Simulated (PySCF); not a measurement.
A structure optimised at PBE-D3(BJ)/def2-SVP, used in a PySCF frequency run:

```
C
C 1 1.3598
H 1 1.1058 2 121.27
H 2 1.1058 1 121.27 3 0.00
Si 1 1.8901 3 125.56 2 180.00
O 5 1.6943 1 99.66 3 180.00
Si 6 1.6943 5 114.33 1 0.00
H 7 1.5041 6 110.89 5 119.70
H 7 1.5041 8 108.49 6 -122.01
H 5 1.5041 6 110.89 7 -119.70
H 5 1.5041 10 108.49 6 122.01
```
Charge 0, spin multiplicity 1.

**Question.** Write its SMILES, formula and point group.

**Answer.** C1=C[SiH2]O[SiH2]1, C₂H₆OSi₂, C2v

**Question.** What are its rotational constants (standard atomic weights)?

**Answer.** 5.1920, 3.2698, 2.1068 GHz
